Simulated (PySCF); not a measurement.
Cartesian coordinates in Å; atom numbers follow the order of the lines, from 1:
```xyz
16

C     2.3523   -1.2736    0.2008
C     1.4446   -0.1835   -0.3433
O     0.1583   -0.3340    0.2092
Si   -1.2245    0.4795    0.0382
N    -2.4881   -0.1753    0.9789
C    -1.0277    2.2794    0.5168
N    -0.8628    3.3752    0.8023
C    -1.7920    0.5039   -1.7462
N    -2.0959    0.5093   -2.8493
H     3.3480   -1.1648   -0.2192
H     1.9599   -2.2526   -0.0624
H     2.4134   -1.2029    1.2837
H     1.8334    0.8074   -0.0821
H     1.3757   -0.2489   -1.4352
H    -2.9145   -1.0482    0.7182
H    -2.4878   -0.0620    1.9784
```

How the numbers were obtained: shieldings: GIAO PBE0/pcSseg-1, coordinates at the GFN2-xTB level, in PySCF 2.14 (one averaged value for each set of equivalent atoms, single conformer, non-relativistic, no solvent model).

Chemical shifts δ = σref − σ; TMS for ¹³C and ¹H and ²⁹Si; ¹⁷O vs H2O; ¹⁵N vs NH3, all at this level.

```
      atoms  nucleus  count  δ (ppm)
      C6/C8      ¹³C      2    122.2
      N7/N9      ¹⁵N      2    357.6
        Si4     ²⁹Si      1    -88.9
    H13/H14       ¹H      2     4.21
         O3      ¹⁷O      1     80.5
    H15/H16       ¹H      2        ?
H10/H11/H12       ¹H      3     1.45
         C2      ¹³C      1        ?
         N5      ¹⁵N      1        ?
         C1      ¹³C      1     20.0
```

Question: Estimate the values marked ?.

Answer: 
- C2: 62.6 ppm, sp3 CH2 bonded to O; the inductive effect lowers its shielding
- H15/H16: 1.65 ppm, hydrogen on a nitrogen bonded to Si; exchangeable, gas-phase position
- N5: 36.6 ppm, nitrogen bonded to Si, 2 H

OH and NH positions are those of a molecule without intermolecular hydrogen bonds; in solution they move with solvent, concentration and temperature, and exchange usually removes their couplings. Shifts are as computed. Against solution values, carbons near 30 ppm lie about +3 ppm off and those near 130 ppm about +5 ppm. Of 1309 compounds with measured shifts, 239 miss one by over three times the rms of a fit or turn the order of signals round; such compounds aren't used in these exercises. Experimental scales use liquid or dissolved standards, which lie at an offset from isolated NH3 (liquid NH3: subtract about 20 ppm) and H2O (liquid H2O: subtract about 36 ppm). Unscaled 15N shifts of sp2 nitrogen come out 20 to 40 ppm too high even then.
